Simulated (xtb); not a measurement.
xtb job for C3H10OSi2, SMILES O1C[SiH2]C[Si@H]1C, GFN2-xTB. 

```
$ xtb mol.xyz --gfn 2 --sp --chrg 0 --uhf 0 --json
$ cat mol.xyz
16

C      2.68860462    -0.27028121    -0.09461709
Si     0.90308411    -0.52137051     0.46789009
C     -0.32203044    -1.07889462    -0.89498112
Si    -1.77742146     0.12190064    -0.70529194
C     -1.04237147     1.26181703     0.65745483
O      0.31429256     0.93616457     0.88611015
H      3.16636368    -1.22867582    -0.26311270
H      3.25659632     0.25325351     0.66603179
H      2.75494459     0.30483773    -1.01258288
H      0.82239040    -1.45152987     1.60622602
H      0.12117313    -1.00853310    -1.88616498
H     -0.62520649    -2.11467150    -0.77071142
H     -3.00027050    -0.50619306    -0.19759350
H     -2.05659189     0.90593396    -1.91219096
H     -1.58206569     1.15110258     1.60357202
H     -1.07616763     2.32188979     0.39413156
```

It prints:

```
[banner left out]
          |                Calculation Setup                |
           -------------------------------------------------



molecular fragmentation (1/2 indicates fragments):
1111111112111211
# atoms in fragment 1/2:    14     2
 fragment masses (1/2) :      116.27        2.02
CMA distance (Bohr)    :   1.319
constraining FC (au)   :  0.0500

           -------------------------------------------------
          |                 G F N 2 - x T B                 |
           -------------------------------------------------

        Reference                      10.1021/acs.jctc.8b01176
      * Hamiltonian:
        H0-scaling (s, p, d)           1.850000    2.230000    2.230000
        zeta-weighting                 0.500000
      * Dispersion:
        s8                             2.700000
        a1                             0.520000
        a2                             5.000000
        s9                             5.000000
      * Repulsion:
        kExp                           1.500000    1.000000
        rExp                           1.000000
      * Coulomb:
        alpha                          2.000000
        third order                    shell-resolved
        anisotropic                    true
        a3                             3.000000
        a5                             4.000000
        cn-shift                       1.200000
        cn-exp                         4.000000
        max-rad                        5.000000


          ...................................................
          :                      SETUP                      :
          :.................................................:
          :  # basis functions                  46          :
          :  # atomic orbitals                  44          :
          :  # shells                           24          :
          :  # electrons                        36          :
          :  max. iterations                   250          :
          :  Hamiltonian                  GFN2-xTB          :
          :  restarted?                      false          :
          :  GBSA solvation                  false          :
          :  PC potential                    false          :
          :  electronic temp.          300.0000000     K    :
          :  accuracy                    1.0000000          :
          :  -> integral cutoff          0.2500000E+02      :
          :  -> integral neglect         0.1000000E-07      :
          :  -> SCF convergence          0.1000000E-05 Eh   :
          :  -> wf. convergence          0.1000000E-03 e    :
          :  Broyden damping             0.4000000          :
          :  net charge                          0          :
          :  unpaired electrons                  0          :
          ...................................................

 iter      E             dE          RMSdq      gap      omega  full diag
   1    -19.1288519 -0.191289E+02  0.665E+00    5.99       0.0  T
   2    -19.2689764 -0.140124E+00  0.346E+00    4.86       1.0  T
   3    -19.2688266  0.149808E-03  0.274E+00    5.44       1.0  T
   4    -19.2829510 -0.141245E-01  0.898E-01    5.28       1.0  T
   5    -19.2835870 -0.635908E-03  0.475E-01    5.30       1.0  T
   6    -19.2839599 -0.372924E-03  0.162E-01    5.31       1.0  T
   7    -19.2840542 -0.943499E-04  0.117E-01    5.27       1.0  T
   8    -19.2840806 -0.264092E-04  0.377E-02    5.28       1.0  T
   9    -19.2840841 -0.344614E-05  0.181E-02    5.28       1.4  T
  10    -19.2840844 -0.307327E-06  0.679E-03    5.28       3.7  T
  11    -19.2840845 -0.811957E-07  0.201E-03    5.29      12.4  T
  12    -19.2840845 -0.349869E-08  0.881E-04    5.29      28.4  T
  13    -19.2840845 -0.107676E-08  0.440E-04    5.29      56.8  T

   *** convergence criteria satisfied after 13 iterations ***

         #    Occupation            Energy/Eh            Energy/eV
      -------------------------------------------------------------
         1        2.0000           -0.7725068             -21.0210
       ...           ...                  ...                  ...
        12        2.0000           -0.4580431             -12.4640
        13        2.0000           -0.4367822             -11.8854
        14        2.0000           -0.4216074             -11.4725
        15        2.0000           -0.4154588             -11.3052
        16        2.0000           -0.3979180             -10.8279
        17        2.0000           -0.3891576             -10.5895
        18        2.0000           -0.3836118             -10.4386 (HOMO)
        19                         -0.1893795              -5.1533 (LUMO)
        20                         -0.1770296              -4.8172
        21                         -0.1634539              -4.4478
        22                         -0.1567985              -4.2667
        23                         -0.1265756              -3.4443
       ...                                ...                  ...
        44                          0.7993434              21.7512
      -------------------------------------------------------------
                  HL-Gap            0.1942323 Eh            5.2853 eV
             Fermi-level           -0.2864957 Eh           -7.7959 eV

 SCC (total)                   0 d,  0 h,  0 min,  0.014 sec
 SCC setup                      ...        0 min,  0.000 sec (  0.906%)
 Dispersion                     ...        0 min,  0.000 sec (  0.709%)
 classical contributions        ...        0 min,  0.000 sec (  0.221%)
 integral evaluation            ...        0 min,  0.002 sec ( 15.075%)
 iterations                     ...        0 min,  0.007 sec ( 49.407%)
 molecular gradient             ...        0 min,  0.005 sec ( 32.802%)
 printout                       ...        0 min,  0.000 sec (  0.808%)

         :::::::::::::::::::::::::::::::::::::::::::::::::::::
         ::                     SUMMARY                     ::
         :::::::::::::::::::::::::::::::::::::::::::::::::::::
         :: total energy             -19.070930755800 Eh    ::
         :: gradient norm              0.000198583394 Eh/a0 ::
         :: HOMO-LUMO gap              5.285330714823 eV    ::
         ::.................................................::
         :: SCC energy               -19.284049644538 Eh    ::
         :: -> isotropic ES            0.050664048269 Eh    ::
         :: -> anisotropic ES          0.004507263074 Eh    ::
         :: -> anisotropic XC          0.002103077127 Eh    ::
         :: -> dispersion             -0.011379357902 Eh    ::
         :: repulsion energy           0.213118888738 Eh    ::
         :: add. restraining           0.000000000000 Eh    ::
         :: total charge              -0.000000000000 e     ::
         :::::::::::::::::::::::::::::::::::::::::::::::::::::

           -------------------------------------------------
          |                Property Printout                |
           -------------------------------------------------

    * Orbital Energies and Occupations

         #    Occupation            Energy/Eh            Energy/eV
      -------------------------------------------------------------
         1        2.0000           -0.7725068             -21.0210
       ...           ...                  ...                  ...
         6        2.0000           -0.5425720             -14.7641
         7        2.0000           -0.5163320             -14.0501
         8        2.0000           -0.5151108             -14.0169
         9        2.0000           -0.4776084             -12.9964
        10        2.0000           -0.4645708             -12.6416
        11        2.0000           -0.4587735             -12.4839
        12        2.0000           -0.4580431             -12.4640
        13        2.0000           -0.4367822             -11.8854
        14        2.0000           -0.4216074             -11.4725
        15        2.0000           -0.4154588             -11.3052
        16        2.0000           -0.3979180             -10.8279
        17        2.0000           -0.3891576             -10.5895
        18        2.0000           -0.3836118             -10.4386 (HOMO)
        19                         -0.1893795              -5.1533 (LUMO)
        20                         -0.1770296              -4.8172
        21                         -0.1634539              -4.4478
        22                         -0.1567985              -4.2667
        23                         -0.1265756              -3.4443
        24                         -0.1176274              -3.2008
        25                         -0.0593483              -1.6149
        26                         -0.0388185              -1.0563
        27                          0.0100488               0.2734
        28                          0.0256874               0.6990
        29                          0.1300130               3.5378
       ...                                ...                  ...
        44                          0.7993434              21.7512
      -------------------------------------------------------------
                  HL-Gap            0.1942323 Eh            5.2853 eV
             Fermi-level           -0.2864957 Eh           -7.7959 eV

     #   Z          covCN         q      C6AA      α(0)
     1   6 C        3.652    -0.203    24.875     7.163
     2  14 Si       3.738     0.539    96.074    18.762
     3   6 C        3.597    -0.264    26.614     7.466
     4  14 Si       3.780     0.450    98.109    18.953
     5   6 C        3.679    -0.035    21.428     6.630
     6   8 O        1.624    -0.383    20.540     6.117
     7   1 H        0.925     0.015     2.809     2.621
     8   1 H        0.925     0.028     2.609     2.526
     9   1 H        0.925     0.037     2.484     2.465
    10   1 H        0.916    -0.086     5.101     3.533
    11   1 H        0.925     0.030     2.589     2.516
    12   1 H        0.925     0.023     2.682     2.561
    13   1 H        0.918    -0.095     5.394     3.633
    14   1 H        0.918    -0.087     5.137     3.545
    15   1 H        0.924     0.010     2.886     2.657
    16   1 H        0.924     0.021     2.724     2.581

 Mol. C6AA /au·bohr⁶  :       3227.125664
 Mol. C8AA /au·bohr⁸  :     106821.383932
 Mol. α(0) /au        :         93.728803


Wiberg/Mayer (AO) data.
largest (>0.10) Wiberg bond orders for each atom

 ---------------------------------------------------------------------------
     #   Z sym  total        # sym  WBO       # sym  WBO       # sym  WBO
 ---------------------------------------------------------------------------
     1   6 C    3.981 --     7 H    1.002     8 H    0.994     9 H    0.987
                             2 Si   0.877
     2  14 Si   3.805 --     6 O    1.171     1 C    0.877    10 H    0.873
                             3 C    0.861
     3   6 C    3.969 --    12 H    0.985    11 H    0.979     4 Si   0.950
                             2 Si   0.861
     4  14 Si   3.603 --     3 C    0.950    14 H    0.887    13 H    0.886
                             5 C    0.855
     5   6 C    3.895 --     6 O    0.987    16 H    0.985    15 H    0.984
                             4 Si   0.855
     6   8 O    2.262 --     2 Si   1.171     5 C    0.987
     7   1 H    1.000 --     1 C    1.002
     8   1 H    0.999 --     1 C    0.994
     9   1 H    0.999 --     1 C    0.987
    10   1 H    0.993 --     2 Si   0.873
    11   1 H    0.999 --     3 C    0.979
    12   1 H    0.999 --     3 C    0.985
    13   1 H    0.991 --     4 Si   0.886
    14   1 H    0.992 --     4 Si   0.887
    15   1 H    1.000 --     5 C    0.984
    16   1 H    1.000 --     5 C    0.985
 ---------------------------------------------------------------------------
Note: The following floating-point exceptions are signalling: IEEE_UNDERFLOW_FLAG IEEE_DENORMAL
normal termination of xtb

Topologies differ in total number of bonds
Writing topology from bond orders to xtbtopo.mol

molecular dipole:
                 x           y           z       tot (Debye)
 q only:       -0.512      -0.406      -0.374
   full:       -0.259      -0.217      -0.327       1.195
molecular quadrupole (traceless):
                xx          xy          yy          xz          yz          zz
 q only:        1.228      -1.540      -0.668       0.464      -1.630      -0.560
  q+dip:       -1.208      -0.558       0.512      -2.399      -1.968       0.696
   full:        0.882      -1.469      -0.404      -1.444      -0.478      -0.479


           -------------------------------------------------
          | TOTAL ENERGY              -19.070930755800 Eh   |
          | GRADIENT NORM               0.000198583394 Eh/α |
          | HOMO-LUMO GAP               5.285330714823 eV   |
           -------------------------------------------------

------------------------------------------------------------------------
------------------------------------------------------------------------
 total:
 SCF:
```

Self-consistency was reached.
